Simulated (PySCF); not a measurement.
C6H10OSi.
Structure used (GFN2-xTB), in Å, numbered top down from 1:
```
atom  x, y, z in Å
C1     2.4957    0.3506    0.4575
O2     1.6374   -0.6468   -0.0169
Si3    0.0159   -0.5494   -0.1975
C4    -0.4466   -2.2524   -0.8740
C5    -0.6315    0.9568   -1.1564
C6    -1.4298    1.6808   -0.3654
C7    -1.6106    1.1884    0.9968
C8    -0.9594    0.0644    1.3122
H9     3.5091   -0.0520    0.4475
H10    2.2301    0.6407    1.4765
H11    2.4504    1.2375   -0.1785
H12   -1.5157   -2.3169   -1.0380
H13    0.0538   -2.4446   -1.8161
H14   -0.1617   -3.0348   -0.1802
H15   -0.4397    1.2361   -2.1794
H16   -1.9307    2.5894   -0.6704
H17   -2.2426    1.7395    1.6797
H18   -1.0331   -0.3809    2.2909
```

PySCF, density fitting, gas phase, GFN2-xTB geometry. The standard run uses grid level 2 after a coarse-grid start, the def2-universal JK fitting basis (with tight functions added where the orbital basis needs them), an energy threshold of 1e-9 Eh and DIIS. The changed runs have no coarse-grid stage.

Problem. Standard PBE0/pcSseg-1: E = -598.844426 Eh, HOMO -6.608 eV, LUMO -1.605 eV, dipole 0.854 D, 14 cycles (coarse-grid cycles included). What changes at PBE0/pcSseg-1 with: start guess huckel?

Solution. E = -598.844426 Eh (0.000 mEh), HOMO -6.608 eV (0.000), LUMO -1.605 eV (0.000), dipole 0.854 D (0.000), 13 SCF cycles. The result matches the standard run within 0.02 mEh and 0.003 eV; such settings steer the iterations and don't enter the energy expression.

The cycles:
```
cycle   1  E = -593.7807077793  dE =  1.780e+00  |g| = 4.211e+00  |ddm| = 5.163e+00
cycle   2  E = -560.0740483585  dE =  3.371e+01  |g| = 9.781e+00  |ddm| = 2.838e+01
cycle   3  E = -597.4714631908  dE = -3.740e+01  |g| = 2.515e+00  |ddm| = 2.817e+01
cycle   4  E = -598.2824035932  dE = -8.109e-01  |g| = 1.322e+00  |ddm| = 2.814e+00
cycle   5  E = -598.8062049928  dE = -5.238e-01  |g| = 3.805e-01  |ddm| = 1.732e+00
cycle   6  E = -598.8200427177  dE = -1.384e-02  |g| = 3.090e-01  |ddm| = 5.680e-01
cycle   7  E = -598.8439446376  dE = -2.390e-02  |g| = 4.299e-02  |ddm| = 2.625e-01
cycle   8  E = -598.8443461591  dE = -4.015e-04  |g| = 1.795e-02  |ddm| = 5.594e-02
cycle   9  E = -598.8444227909  dE = -7.663e-05  |g| = 3.486e-03  |ddm| = 1.767e-02
cycle  10  E = -598.8444254851  dE = -2.694e-06  |g| = 5.361e-04  |ddm| = 3.418e-03
cycle  11  E = -598.8444255451  dE = -6.000e-08  |g| = 2.550e-04  |ddm| = 7.967e-04
cycle  12  E = -598.8444255599  dE = -1.487e-08  |g| = 5.988e-05  |ddm| = 2.585e-04
cycle  13  E = -598.8444255607  dE = -7.622e-10  |g| = 1.653e-05  |ddm| = 6.234e-05
```
